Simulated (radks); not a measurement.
Species: Xe6+. Configuration: [Kr] 4d10 5s2.

Calculated with a radial shooting solver on a logarithmic mesh with Libxc functionals: non-relativistic Kohn-Sham, LB94 model potential, spin-polarised, spherical densities, point nucleus; relativity is left out, which matters for an element this heavy.

Energy parts (hartree):
part                    energy
kinetic             7242.48816
electron-nucleus  -17034.40967
Hartree             2745.05695
(The LB94 potential has no energy functional, so no total or exchange-correlation energy is given.)

Orbitals (lengths in bohr, moments of r in powers of bohr; r(90%) holds 90 % of the orbital's charge):
orbital,occ.,eigenvalue (hartree),<r>,r(90%)
1s,2,-1218.151,0.02811,0.0500
2s,2,-187.8654,0.1208,0.185
2p,6,-177.1699,0.1028,0.166
3s,2,-41.11509,0.3199,0.468
3p,6,-36.53678,0.3099,0.463
3d,10,-27.99624,0.2802,0.438
4s,2,-9.79520,0.7461,1.07
4p,6,-8.17773,0.7759,1.13
4d,10,-5.39022,0.8585,1.29
5s,2,-3.40058,1.664,2.35
5p,0,-2.91348,1.806,2.57
6s,0,-1.76573,3.058,4.24

The highest occupied level is 5s at -92.535 eV. The electron density at the nucleus is 1.113e+05 e/bohr^3. Summed over all electrons, <r^2> = 22.02 bohr^2, which gives a Langevin (diamagnetic) susceptibility term of -17.4 x 10^-6 cm^3/mol. The density falls to 0.001 e/bohr^3 at r = 2.95 bohr. For comparison, the ionisation energy in NIST's Atomic Spectra Database is 91.6 eV (semi-empirical). In exact Kohn-Sham theory the highest level is minus the ionisation energy, but local and semilocal functionals leave it too shallow, through self-interaction and a potential that decays too fast; potentials with the right tail come closer.
